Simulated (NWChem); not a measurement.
# ethylenediamine (C$_{2}$H$_{8}$N$_{2}$); SMILES NCCN

```xyz
12

N     -0.1726     1.8521    -0.0518
C      0.5019     0.5706    -0.0332
C     -0.5019    -0.5706    -0.0332
N      0.1726    -1.8521    -0.0518
H      0.4977     2.6096    -0.1566
H     -0.6498     2.0161     0.8332
H      1.1981     0.4272     0.8251
H      1.1206     0.4749    -0.9401
H     -1.1206    -0.4749    -0.9401
H     -1.1981    -0.4272     0.8251
H     -0.4977    -2.6096    -0.1566
H      0.6498    -2.0161     0.8332
```
Atoms are numbered in this order, from 1.

Program: NWChem. Pople sets run with spherical d functions. Geometry: optimised at PBE0/def2-SVP. B3LYP is NWChem's, with the RPA form of VWN correlation. Total energies compare along this basis series because the functional is fixed.

| level | basis functions | energy (Ha) | highest occupied level (eV) | orbital gap (eV) | dipole (D) |
|---|---|---|---|---|---|
| B3LYP/STO-3G | 28 | -188.0771 | -3.44 | 12.69 | 2.12 |
| B3LYP/3-21G | 52 | -189.4545 | -5.51 | 8.51 | 2.20 |
| B3LYP/6-31G* | 72 | -190.5050 | -6.09 | 8.41 | 2.02 |
| B3LYP/6-31+G* | 88 | -190.5203 | -6.53 | 6.54 | 2.14 |
| B3LYP/def2-SVP | 96 | -190.3758 | -6.16 | 7.64 | 1.90 |
| B3LYP/def2-SVPD | 144 | -190.4020 | -6.60 | 7.06 | 1.87 |
| B3LYP/def2-TZVP | 172 | -190.5999 | -6.52 | ? | 1.93 |
| B3LYP/6-311++G** | 144 | -190.5850 | -6.60 | 6.24 | 1.99 |
| B3LYP/aug-cc-pVTZ | 368 | -190.6028 | -6.63 | 6.21 | 1.85 |

Question: What belongs in the gaps?

Answer: 
- B3LYP/def2-TZVP, orbital gap (eV): 7.25
